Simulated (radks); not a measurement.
Ir+, 76 electrons, occupied as [Xe] 4f14 5d7 7d1 (not the ground configuration).

Calculated with a radial shooting solver on a logarithmic mesh with Libxc functionals: Dirac Kohn-Sham, LDA (Slater exchange, Perdew-Wang correlation), spin-unpolarised, spherical densities, finite nucleus; open shells fill j = l - 1/2 first; Fermi nuclear charge, rms radius 5.4032 fm.

Energy parts (hartree):
part                       energy
total                 -17843.6105
kinetic                20316.5949
electron-nucleus      -44741.3347
Hartree                 6919.3912
exchange-correlation    -338.2620

Orbitals (lengths in bohr, moments of r in powers of bohr):
| orbital | occ. | eigenvalue (hartree) | <1/r> | <r^2> |
|---|---|---|---|---|
| 1s1/2 | 2 | -2790.583 | 92.06 | 0.0004202 |
| 2s1/2 | 2 | -488.3275 | 22.54 | 0.006369 |
| 2p1/2 | 2 | -468.0967 | 22.52 | 0.004520 |
| 2p3/2 | 4 | -408.3524 | 18.58 | 0.005712 |
| 3s1/2 | 2 | -114.6006 | 8.274 | 0.04146 |
| 3p1/2 | 2 | -105.4811 | 8.194 | 0.03787 |
| 3p3/2 | 4 | -92.40324 | 7.171 | 0.04436 |
| 3d3/2 | 4 | -77.06287 | 7.070 | 0.03415 |
| 3d5/2 | 6 | -74.23405 | 6.833 | 0.03592 |
| 4s1/2 | 2 | -24.83919 | 3.495 | 0.2027 |
| 4p1/2 | 2 | -20.98627 | 3.387 | 0.2075 |
| 4p3/2 | 4 | -17.88400 | 3.029 | 0.2416 |
| 4d3/2 | 4 | -11.54123 | 2.823 | 0.2581 |
| 4d5/2 | 6 | -10.96524 | 2.739 | 0.2705 |
| 4f5/2 | 6 | -2.88865 | 2.334 | 0.3462 |
| 4f7/2 | 8 | -2.77387 | 2.300 | 0.3566 |
| 5s1/2 | 2 | -4.13608 | 1.394 | 1.075 |
| 5p1/2 | 2 | -2.92083 | 1.267 | 1.281 |
| 5p3/2 | 4 | -2.41700 | 1.137 | 1.534 |
| 5d3/2 | 4 | -0.82377 | 0.8174 | 3.005 |
| 5d5/2 | 3 | -0.77543 | 0.7871 | 3.225 |
| 7d3/2 | 1 | -0.09456 | 0.1186 | 143.2 |
| 7d5/2 | 0 | -0.09316 | 0.1190 | 145.3 |

The highest occupied level is 7d3/2 at -2.573 eV. Summed over all electrons, <r^2> = 185.8 bohr^2, which gives a Langevin (diamagnetic) susceptibility term of -147 x 10^-6 cm^3/mol. The density falls to 0.001 e/bohr^3 at r = 3.77 bohr.
